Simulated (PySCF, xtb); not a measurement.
(2R)-but-3-ene-1,2-diamine (C4H10N2), SMILES N[C@H](C=C)CN. Other conformers were not sampled.

Harmonic wavenumbers (cm⁻¹) from xtb with GFN2-xTB at its own minimum, in rising order: 41, 79, 237, 242, 285, 318, 374, 384, 599, 677, 830, 870, 897, 920, 961, 973, 1025, 1050, 1072, 1134, 1162, 1182, 1252, 1304, 1317, 1325, 1325, 1417, 1460, 1560, 1568, 1709, 2937, 2963, 2980, 3029, 3097, 3120, 3375, 3389, 3415, 3426.

### Question
What does B3LYP-D3(BJ)/def2-SVP in PySCF 2.14.0 give at its own minimum? (Estimate from the structure and the level; the computed values follow.)

### Answer
82, 116, 245, 247, 313, 347, 382, 405, 627, 699, 808, 818, 863, 899, 942, 976, 1031, 1062, 1086, 1152, 1200, 1221, 1291, 1322, 1373, 1377, 1386, 1437, 1450, 1627, 1632, 1713, 3030, 3042, 3090, 3108, 3128, 3221, 3476, 3502, 3552, 3590. Paired by order, the mean absolute difference is 45 cm⁻¹ and the zero-point energies are 87.6 and 89.9 kcal/mol.
